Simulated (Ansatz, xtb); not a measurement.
Breaking a bond: CLi (anion, charge -1), lowest triplet found (which spin is the ground state isn't settled by this scan).

Levels of theory: GFN1-xTB (xtb); FCI = full CI/aug-cc-pVDZ, frozen core in Ansatz (a first-principles code); ROCCSD(T) = CCSD(T) on ROHF/aug-cc-pVDZ, frozen core run with Ansatz.

Total energies in hartree (comparable only within one method and basis):

```tsv
R / Å	GFN1-xTB	FCI	ROCCSD(T)
1.47	-2.37547	-45.24005	-45.22029
1.58	-2.38745	-45.26960	-45.24778
1.68	-2.38923	-45.28647	-45.21917
1.77	-2.38679	-45.29589	-45.23121
1.86	-2.38237	-45.30161	-45.24005
1.94	-2.37742	-45.30440	-45.24518
2.00	-2.37327	-45.30544	-45.24770
2.07	-2.36807	-45.30579	-45.24951
2.11	-2.36497	-45.30565	-45.25010
2.22	-2.35616	-45.30433	-45.25046
2.32	-2.34792	-45.30229	-45.24960
2.44	-2.33799	-45.29921	-45.24761
2.58	-2.32661	-45.29517	—
2.76	-2.31274	-45.28975	—
2.98	-2.29729	-45.28332	—
3.28	-2.27944	-45.27544	—
3.64	-2.26310	-45.26759	—
4.04	-2.25061	-45.26077	—
4.45	-2.24233	-45.25551	—
5.11	—	-45.24978	—
5.97	—	-45.24555	—
6.95	—	-45.24312	—
```

Dashes: no converged value, or the column stops at the first point that the program doubted or that broke a chosen test of continuity, which isn't proof of a fault.

Where the anion isn't bound against loss of the electron, the finite basis alone holds it. Also computed but left out beside FCI, since their determinant holds another spin at the minimum (<S²> over 0.7 above the pure value): UHF, UMP2, UCCSD, UCCSD(T), UCCSDT, UCCSDT(Q), UKS-BLYP, UKS-B3LYP, UKS-PBE, UKS-B3LYP/6-31G*, UMP2/6-31G*, UKS-B3LYP/3-21G, UKS-B3LYP/6-311+G**. The T1 diagnostic of CCSD on the restricted reference of ROCCSD(T) exceeds 0.045 at 1.47 to 1.58, 2.58 to 5.11, 6.95 Å. At the minimum ROCCSD(T) lies far from FCI: another state is possible.
